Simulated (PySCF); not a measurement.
# Peak assignment

Molfile (atoms numbered from 1):
```
C5H11NO
     RDKit          3D

 18 17  0  0  0  0  0  0  0  0999 V2000
   -0.0587    0.2783    1.5043 C   0  0  0  0  0  0  0  0  0  0  0  0
   -0.2633    0.0237    0.0068 C   0  0  0  0  0  0  0  0  0  0  0  0
   -1.6872   -0.4790   -0.2335 C   0  0  0  0  0  0  0  0  0  0  0  0
   -0.0365    1.3128   -0.7911 C   0  0  0  0  0  0  0  0  0  0  0  0
    0.7150   -1.0583   -0.4712 C   0  0  0  0  0  0  0  0  0  0  0  0
    2.0262   -0.7546   -0.3197 N   0  0  0  0  0  0  0  0  0  0  0  0
    0.3663   -2.1126   -0.9513 O   0  0  0  0  0  0  0  0  0  0  0  0
    0.9212    0.7013    1.7148 H   0  0  0  0  0  0  0  0  0  0  0  0
   -0.8113    0.9780    1.8621 H   0  0  0  0  0  0  0  0  0  0  0  0
   -0.1599   -0.6493    2.0631 H   0  0  0  0  0  0  0  0  0  0  0  0
   -2.4124    0.2625    0.0929 H   0  0  0  0  0  0  0  0  0  0  0  0
   -1.8555   -1.4033    0.3124 H   0  0  0  0  0  0  0  0  0  0  0  0
   -1.8396   -0.6837   -1.2897 H   0  0  0  0  0  0  0  0  0  0  0  0
    0.9449    1.7423   -0.5999 H   0  0  0  0  0  0  0  0  0  0  0  0
   -0.1258    1.1185   -1.8578 H   0  0  0  0  0  0  0  0  0  0  0  0
   -0.7869    2.0505   -0.5138 H   0  0  0  0  0  0  0  0  0  0  0  0
    2.7102   -1.4307   -0.6155 H   0  0  0  0  0  0  0  0  0  0  0  0
    2.3445    0.1100    0.0756 H   0  0  0  0  0  0  0  0  0  0  0  0
  1  2  1  0
  2  3  1  0
  2  4  1  0
  2  5  1  0
  5  6  1  0
  5  7  2  0
  1  8  1  0
  1  9  1  0
  1 10  1  0
  3 11  1  0
  3 12  1  0
  3 13  1  0
  4 14  1  0
  4 15  1  0
  4 16  1  0
  6 17  1  0
  6 18  1  0
M  END
```

Computed data (PySCF): geometry: GFN2-xTB, shielding tensors at PBE0/pcSseg-1 (GIAO). In vacuum, equivalent nuclei averaged, one conformer, relativity neglected.

Scale: ¹³C (σ = 186.93 ppm) and ¹H (σ = 31.72 ppm) against TMS (reference shieldings calculated alike).

(1) Assign these signals to the numbered atoms. ¹³C{¹H} NMR (computed): δ 179.2 (C), 39.5 (C), 30.0 (CH3).

(2) Assign these signals to the numbered atoms. ¹H NMR (400 MHz, computed): δ 4.90 (br, 1H), 4.55 (br, 1H), 1.14 (s, 9H).

Results:

(1) 
179.2 → C5, amide carbonyl carbon: lone-pair donation from the attached heteroatom keeps it upfield of a ketone carbonyl
39.5 → C2, quaternary sp3 carbon α to a carbonyl: the adjacent C=O deshields it moderately
30.0 → C1/C3/C4, methyl carbon: saturated and bonded to C and H only

(2) 
4.90 → H18, hydrogen on an amide-type nitrogen: exchangeable, gas-phase position
4.55 → H17, hydrogen on an amide-type nitrogen
1.14 → H8/H9/H10/H11/H12/H13/H14/H15/H16, hydrogen on a methyl carbon

OH and NH positions are those of a molecule without intermolecular hydrogen bonds; in solution they move with solvent, concentration and temperature, and exchange usually removes their couplings. Rotation about the amide-type C–N bond is slow at room temperature, so the two groups on nitrogen are listed apart. Shifts are as computed. Against solution values, carbons near 30 ppm lie about +3 ppm off and those near 130 ppm about +5 ppm. Of 1211 compounds with measured shifts, 218 miss one by over three times the rms of a fit or turn the order of signals round; such compounds aren't used in these exercises. The C=O carbon of an acid or of an amide with N–H lies up to 10 ppm further downfield in solution, through hydrogen bonding that the calculation lacks.
